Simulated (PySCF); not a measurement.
# Excitation energies in several basis sets

Species: norbornane, C7H12.
Z-matrix (Å and degrees, PBE0-D3(BJ)/def2-SVP geometry), rows numbered from 1:
```
C 
C   1  1.5522
C   2  1.5366  1  103.13
C   3  1.5365  2  108.42  1    71.16
C   4  1.5521  3  103.13  2   -71.08
C   1  1.5364  2  103.13  3    -0.06
C   6  1.5344  1  101.51  2    35.37
H   1  1.1011  2  111.23  3   118.66
H   1  1.1009  2  112.99  3  -121.03
H   2  1.1009  1  112.97  3   120.96
H   2  1.1011  1  111.24  3  -118.74
H   3  1.0997  2  113.85  1  -161.01
H   4  1.1011  3  110.74  2   169.84
H   4  1.1009  3  111.87  2    50.61
H   5  1.1011  4  111.23  3  -118.79
H   5  1.1009  4  112.97  3   120.90
H   6  1.0997  1  113.84  2   161.11
H   7  1.1019  3  113.34  2   -61.84
H   7  1.1019  3  113.33  2   173.59
```

TDDFT with PBE0 (PySCF), vertical singlets, core orbitals frozen in the response, spherical d and f functions. Isolated species at its PBE0-D3(BJ)/def2-SVP geometry, gas phase.

```tsv
basis	functions	diffuse	S1 (eV)	S2 (eV)	S3 (eV)	S4 (eV)	S5 (eV)	LUMO (eV)	α (au)
6-31G*	122	no	9.05	9.47	9.73	9.82	10.18	2.42	67.2
6-31+G*	150	yes	7.34	7.72	7.97	7.99	8.06	0.32	73.8
def2-SVP	158	no	8.41	8.83	9.19	9.19	9.60	1.54	69.7
def2-SVPD	236	yes	7.67	8.08	8.45	8.54	8.57	0.68	76.6
aug-cc-pVDZ	269	yes	7.01	7.41	7.63	7.64	7.65	-0.09	78.4
def2-TZVP	289	no	7.88	8.30	8.67	8.76	9.03	1.00	76.3
```

**Question.** Compare the sets with the largest diffuse one.

**Answer.** States are compared by their number. Against the largest diffuse basis here (aug-cc-pVDZ, itself not a converged limit), sets without diffuse functions differ by up to 2.04 eV in S1 and 2.52 eV in S5; the smaller diffuse sets differ by up to 0.67 and 0.92 eV. State by state, the largest deviation of a set without diffuse functions is S1 2.04, S2 2.06, S3 2.10, S4 2.19, S5 2.52 eV. The same number needn't mean the same state in each row. Against aug-cc-pVDZ the polarisability deviates by -14% in 6-31G*, -6% in 6-31+G*, -11% in def2-SVP, -2% in def2-SVPD, -3% in def2-TZVP. A single + in a Pople set puts diffuse functions on heavy atoms only.
